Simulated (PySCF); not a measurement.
## Calculated data, CH3AlNO, CH3AlClO

All values are calculated (PySCF 2.14.0). Calculation on a computer-drawn molecule: the log of a Hartree-Fock and frozen-core CCSD(T) single point meant for a local Hartree-Fock minimum, with one planted fault or none, to be diagnosed. Offsets are logged minus clean, where the clean run is the same molecule without the fault. The reference is restricted for singlets and unrestricted otherwise, and also for a bond in bohr or an excited solution. Adding or removing an electron swaps singlet and doublet. The excited solution moves the top pair (singlet) or top alpha electron (doublet) to the lowest empty orbital. Highest occupied and lowest empty are orbital energies over both spins, largest force is the largest gradient component, triples share is (T) over the correlation energy, the T1 limit is 0.02 restricted and 0.045 unrestricted, electrons count all cores, a negative frequency is imaginary (commonest isotopes), and the dipole is about the centre of nuclear charge.

Common to all runs: logged SCF converged yes; logged SCF stable within its kind no; possible faults no fault, one electron removed, one electron added, multiplicity raised by two, geometry at a saddle point, SCF held on an excited solution, minimal basis STO-3G, one bond length entered in bohr, all coordinates scaled.

```yaml
- entry: 1
  formula: CH3AlNO
  logged_structure:
    atoms_angstrom:
      - [C, -0.9401, -1.6487, -0.2047]
      - ["N", 0.209, -1.7205, -1.0095]
      - [Al, 1.549, -1.8039, -1.9465]
      - [O, 2.8687, -1.886, -2.8697]
      - [H, -0.7156, -1.5939, 0.8759]
      - [H, -1.5694, -0.7656, -0.4172]
      - [H, -1.6107, -2.5195, -0.3197]
  given:
    meant_charge: -1
    meant_multiplicity: 1
    meant_basis: "aug-cc-pV(D+d)Z"
    logged_electrons: 38
    logged_basis_functions: 128
    logged_spin_squared: 0.0
    "logged_highest_occupied [eV]": 0.48698
    "logged_lowest_empty [eV]": -2.0212
    "logged_largest_force [hartree/bohr]": 0.15728
    logged_CC_converged: "no"
    "logged_dipole_magnitude [debye]": 11.133
    "logged_energy_HF [hartree]": -410.46177
    drawn_bonds_atom: [1, 2, 3, 1, 1, 1]
    drawn_bonds_other_atom: [2, 3, 4, 5, 6, 7]
    drawn_bonds_order: [1, 2, 1, 1, 1, 1]
  results:
    planted_fault: "SCF held on an excited solution"
    "HF_energy_offset_from_clean_run [kcal/mol]": 251.0
  notes: ["CCSD not converged", "highest electron not bound in this basis"]
- entry: 2
  formula: CH3AlClO
  logged_structure:
    atoms_angstrom:
      - [C, -2.8371, -0.0313, -0.8765]
      - [O, -1.9088, 0.6178, -0.0618]
      - [Al, -0.3818, 0.5291, 0.6014]
      - [Cl, 0.8218, -1.1784, 0.1671]
      - [H, -3.0908, 0.6035, -1.7276]
      - [H, -3.7509, -0.2284, -0.3127]
      - [H, -2.4494, -0.981, -1.2539]
  given:
    meant_charge: 0
    meant_multiplicity: 2
    meant_basis: "cc-pV(D+d)Z"
    logged_electrons: 47
    logged_basis_functions: 89
    logged_spin_squared: 0.78
    "logged_highest_occupied [eV]": -4.935
    "logged_lowest_empty [eV]": -2.4397
    "logged_largest_force [hartree/bohr]": 0.021762
    "logged_dipole_magnitude [debye]": 2.1727
    "logged_energy_HF [hartree]": -815.85093
    drawn_bonds_atom: [1, 2, 3, 1, 1, 1]
    drawn_bonds_other_atom: [2, 3, 4, 5, 6, 7]
    drawn_bonds_order: [1, 1, 1, 1, 1, 1]
  results:
    planted_fault: "SCF held on an excited solution"
    "HF_energy_offset_from_clean_run [kcal/mol]": 93.01
  notes: ["coupled-cluster numbers left out as unreliable"]
```
